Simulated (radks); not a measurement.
Q: The bismuth anion Bi3-, [Rn], held by a Watson sphere: a shell of charge +2.24 at radius R that stands for the Madelung well of a crystal (potential energy -2.24/R inside, -2.24/r outside, in hartree with lengths in bohr). All-electron calculation, scalar-relativistic Kohn-Sham, LDA (Slater exchange, VWN5 correlation), spin-polarised, spherical densities, finite nucleus; Fermi nuclear charge, rms radius of each element as measured or else 0.836 A^(1/3) + 0.57 fm. Program: a radial shooting solver on a logarithmic mesh with Libxc functionals.

R (bohr)  e(5d) (eV)  e(6s) (eV)  e(6p) (eV)  <r> 6p (bohr)  sum of <r^2> (bohr^2)  X-ray form factor at sin(theta)/lambda = 0.3 1/angstrom
4.22         -21.065      -9.327      -0.843          3.701                  142.6                                                   62.386
4.72         -21.049      -9.127      -0.626          3.894                  154.5                                                   62.397
4.99         -21.056      -9.058      -0.524          3.996                  161.2                                                   62.400
5.85         -21.118      -8.952      -0.269          4.316                  184.6                                                   62.406
5.93         -21.125      -8.948      -0.250          4.345                  186.9                                                   62.406
6.49         -21.179      -8.941      -0.137          4.551                  204.2                                                   62.409

Estimate the row for R = 6.46 bohr.

A: e(5d) (eV) -21.176; e(6s) (eV) -8.941; e(6p) (eV) -0.142; <r> 6p (bohr) 4.540; sum of <r^2> (bohr^2) 203.2; X-ray form factor at sin(theta)/lambda = 0.3 1/angstrom 62.409.
